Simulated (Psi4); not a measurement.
Intermolecular potential of F4Si ··· Cl2 (SMILES F[Si](F)(F)F and ClCl). Monomers: optimised at B3LYP-D3(BJ) (def2-TZVP), held rigid. Orientation: a random orientation, not optimised. R is the distance of the centres of mass, along which the second monomer moves.

Geometry at R = 5.60 Å (first 5 atoms: monomer A):
```
7

F      1.3557    -0.1236     0.7766
Si     0.0000     0.0001    -0.0002
F     -0.1698    -1.2317    -0.9541
F     -1.1870     0.0351     1.0228
F      0.0011     1.3202    -0.8451
Cl    -1.3377    -3.3046    -5.3975
Cl    -0.0479    -2.5685    -4.0378
```

Level of theory: SAPT0/jun-cc-pVDZ, frozen core in Psi4 1.11.

Components in kcal/mol:

| R / Å | electrostatics | exchange | induction | dispersion | total |
|---|---|---|---|---|---|
| 4.99 | -1.87 | 4.99 | -0.44 | -1.09 | 1.60 |
| 5.21 | -0.84 | 2.22 | -0.19 | -0.73 | 0.45 |
| 5.42 | -0.40 | 1.03 | -0.09 | -0.52 | 0.02 |
| 5.60 | -0.22 | 0.53 | -0.05 | -0.39 | -0.13 |
| 5.81 | -0.12 | 0.25 | -0.02 | -0.28 | -0.18 |
| 6.03 | -0.07 | 0.11 | -0.01 | -0.20 | -0.17 |
| 6.29 | -0.04 | 0.04 | -0.01 | -0.14 | -0.14 |
| 6.60 | -0.03 | 0.01 | 0.00 | -0.09 | -0.11 |
| 7.11 | -0.02 | 0.00 | 0.00 | -0.05 | -0.07 |
| 7.78 | -0.01 | 0.00 | 0.00 | -0.03 | -0.04 |
| 8.81 | -0.01 | 0.00 | 0.00 | -0.01 | -0.02 |
| 10.08 | 0.00 | 0.00 | 0.00 | 0.00 | -0.01 |
